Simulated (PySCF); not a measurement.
Mg(Me)(SiH3) (CH6MgSi), SMILES [SiH3][Mg][CH3]. Atoms are numbered in the order given.

```xyz
9

Mg     0.0000     0.0000    -0.6758
C      0.0000     0.0000    -2.7731
H     -0.8817     0.5227    -3.1852
H     -0.0118    -1.0249    -3.1852
H      0.8935     0.5023    -3.1852
Si     0.0000     0.0000     1.9138
H      0.2985    -1.3485     2.5036
H     -1.3170     0.4157     2.5036
H      1.0185     0.9327     2.5036
```
Charge 0, spin multiplicity 1.

Coordinates come from a B3LYP-D3(BJ)/def2-SVP optimisation.

The numbers are results of PySCF with C-PCM-B3LYP/def2-SVP, not measurements.

The values are the electrostatic part of the solvation free energy, E(continuum) − E(gas) at the gas-phase geometry, in a cavity of scaled van der Waals radii (PySCF's table); cavitation and dispersion terms are not included. A continuum can't describe solvent molecules that bind to the metal. In vacuum the orbital gap is 5.44 eV. The dipole moment in vacuum is 1.22 D.

```csv
solvent,ε,ΔG(elec) (kcal/mol),dipole (D),gap (eV)
water,78.36,-8.3,1.81,5.81
ethanol,24.85,-8.0,1.79,5.80
ethylethanoate,5.99,-6.7,1.69,5.76
```
